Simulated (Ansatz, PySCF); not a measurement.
C4H9N, SMILES C/C=N/CC. Atoms are numbered in the order given.

```xyz
14

C      2.3508    -0.6829    -0.0805
C      1.1232     0.1500     0.0672
N     -0.0135    -0.3462     0.3127
C     -1.1438     0.5383     0.4294
C     -2.2183     0.1800    -0.5841
H      2.1038    -1.7451     0.0468
H      3.1091    -0.3921     0.6651
H      2.8074    -0.5293    -1.0721
H      1.2558     1.2496    -0.0482
H     -0.8550     1.6061     0.3213
H     -1.5575     0.4197     1.4465
H     -2.5068    -0.8764    -0.4803
H     -3.1141     0.8037    -0.4452
H     -1.8519     0.3287    -1.6116
```

Geometry optimised at PBE0-D3(BJ)/def2-SVP. The structure was generated by enumeration; whether it is a known compound was not checked. The values are those of a single conformer.

Two levels are set side by side: PBE-D3(BJ)/def2-SVP (Ansatz, a program for electronic structure) and PBE0-D3(BJ)/def2-SVP (Ansatz). Each level has its own optimised geometry; the coordinates shown are those of the second. Frequencies come from the Hessian of PySCF at each geometry. Differences are taken from unrounded values.

| quantity | PBE0-D3(BJ) | PBE-D3(BJ) | PBE-D3(BJ) minus PBE0-D3(BJ) |
|---|---|---|---|
| mean bond length (Å) | 1.204 | 1.213 | 0.009 |
| bond C1–C2 (Å) | 1.491 | 1.498 | 0.007 |
| bond C2–N3 (Å) | 1.264 | 1.277 | 0.013 |
| bond N3–C4 (Å) | 1.440 | 1.450 | 0.010 |
| bond C4–C5 (Å) | 1.520 | 1.530 | 0.010 |
| bond C1–H6 (Å) | 1.098 | 1.106 | 0.008 |
| bond C1–H7 (Å) | 1.103 | 1.111 | 0.009 |
| bond C1–H8 (Å) | 1.102 | 1.111 | 0.009 |
| bond C2–H9 (Å) | 1.114 | 1.124 | 0.010 |
| bond C4–H10 (Å) | 1.111 | 1.121 | 0.010 |
| bond C4–H11 (Å) | 1.104 | 1.113 | 0.009 |
| bond C5–H12 (Å) | 1.100 | 1.108 | 0.008 |
| bond C5–H13 (Å) | 1.100 | 1.108 | 0.008 |
| bond C5–H14 (Å) | 1.101 | 1.109 | 0.008 |
| highest harmonic wavenumber (cm⁻¹) | 3186 | 3094 | -92 |
| mean harmonic wavenumber (cm⁻¹) | 1525 | 1473 | -52 |
| zero-point energy (kcal/mol) | 78.47 | 75.81 | -2.66 |

Exact exchange shortens and stiffens bonds; PBE has none. Differences between two approximate levels are no errors against the true value.
